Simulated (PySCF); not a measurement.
Sr(F)2 anion (F2Sr), SMILES [F][Sr][F] (connectivity only; charge and spin as stated), charge -1, multiplicity 2.

Coordinates come from a B3LYP-D3(BJ)/def2-TZVPD optimisation. The multiplicity is an assumed one; other spin states were not compared. The isomer is the one that the SMILES or the coordinates give; other isomers of the formula were not compared. The def2 effective core potentials stand for the cores of Sr; spin–orbit coupling is left out.

Method: B3LYP-D3(BJ)/def2-TZVPD (PySCF).

Frequencies are harmonic and unscaled.

```csv
mode,ν (cm⁻¹),IR (km/mol),moving atoms (share of kinetic energy)
1,103,9.5,"F 81 %, Sr 19 %"
2,398,76.6,"F 76 %, Sr 24 %"
3,405,68.9,"F 88 %, Sr 12 %"
```
